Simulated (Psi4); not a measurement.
Computed with SAPT0/jun-cc-pVDZ, frozen core in Psi4.

Psi4 input:

```
molecule {
0 1
N 0.00274842 0.00138304 0.27906565
H 0.93570572 -0.10798919 -0.10171126
H -0.56230559 -0.75785895 -0.08374138
H -0.37614855 0.86446510 -0.09361301
--
0 1
Cl 1.27287497 1.98892875 2.02989158
B 0.72290100 0.44985018 2.64188932
Cl -0.89516242 0.29108338 3.27636813
Cl 1.79178117 -0.92963625 2.62177257
units angstrom
symmetry c1
no_reorient
no_com
}
set basis jun-cc-pvdz
set scf_type df
set freeze_core true
energy('sapt0')
```

Part of the output:

```
    SAPT Results
  --------------------------------------------------------------------------------------------------------
    Electrostatics                -32.71338462 [mEh]     -20.52795877 [kcal/mol]     -85.88897949 [kJ/mol]
      Elst10,r                    -32.71338462 [mEh]     -20.52795877 [kcal/mol]     -85.88897949 [kJ/mol]

    Exchange                       45.70491717 [mEh]      28.68026852 [kcal/mol]     119.99824349 [kJ/mol]
      Exch10                       45.70491717 [mEh]      28.68026852 [kcal/mol]     119.99824349 [kJ/mol]
      Exch10(S^2)                  44.56557239 [mEh]      27.96531888 [kcal/mol]     117.00689419 [kJ/mol]

    Induction                     -10.21584699 [mEh]      -6.41054077 [kcal/mol]     -26.82170257 [kJ/mol]
      Ind20,r                     -33.38717970 [mEh]     -20.95077157 [kcal/mol]     -87.65802823 [kJ/mol]
      Exch-Ind20,r                 26.87449595 [mEh]      16.86400081 [kcal/mol]      70.55897939 [kJ/mol]
      delta HF,r (2)               -3.70316323 [mEh]      -2.32377001 [kcal/mol]      -9.72265373 [kJ/mol]

    Dispersion                     -9.14938465 [mEh]      -5.74132555 [kcal/mol]     -24.02170608 [kJ/mol]
      Disp20                      -12.42567545 [mEh]      -7.79722907 [kcal/mol]     -32.62360641 [kJ/mol]
      Exch-Disp20                   3.27629081 [mEh]       2.05590352 [kcal/mol]       8.60190032 [kJ/mol]
      Disp20 (SS)                  -6.21283773 [mEh]      -3.89861453 [kcal/mol]     -16.31180320 [kJ/mol]
      Disp20 (OS)                  -6.21283773 [mEh]      -3.89861453 [kcal/mol]     -16.31180320 [kJ/mol]
      Exch-Disp20 (SS)              1.81949022 [mEh]       1.14174735 [kcal/mol]       4.77707092 [kJ/mol]
      Exch-Disp20 (OS)              1.45680058 [mEh]       0.91415617 [kcal/mol]       3.82482940 [kJ/mol]

  Total HF                          2.77568556 [mEh]       1.74176898 [kcal/mol]       7.28756143 [kJ/mol]
  Total SAPT0                      -6.37369909 [mEh]      -3.99955656 [kcal/mol]     -16.73414465 [kJ/mol]
```
